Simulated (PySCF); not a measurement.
A structure optimised at TPSSh-D3(BJ)/def2-SVP, used in a PySCF frequency run:

```xyz
12

F     -1.4239     0.7010     1.1210
C     -0.9398     0.4972    -0.1839
C     -0.9219    -1.0154    -0.4696
N      0.3528    -1.6688    -0.1534
C      1.3492    -0.8820     0.0222
Si     0.9178     0.9591    -0.1855
H     -1.6072     1.0329    -0.8774
H     -1.1330    -1.2139    -1.5351
H     -1.7248    -1.5015     0.1084
H      2.3255    -1.3401     0.2403
H      1.3074     1.8688     0.9202
H      1.4030     1.4992    -1.4866
```

Question: Write its SMILES and formula.

Answer: F[C@@H]1CN=C[SiH2]1, C3H6FNSi

Question: What are its rotational constants (standard atomic weights)?

Answer: 3.8101, 3.1493, 2.0753 GHz
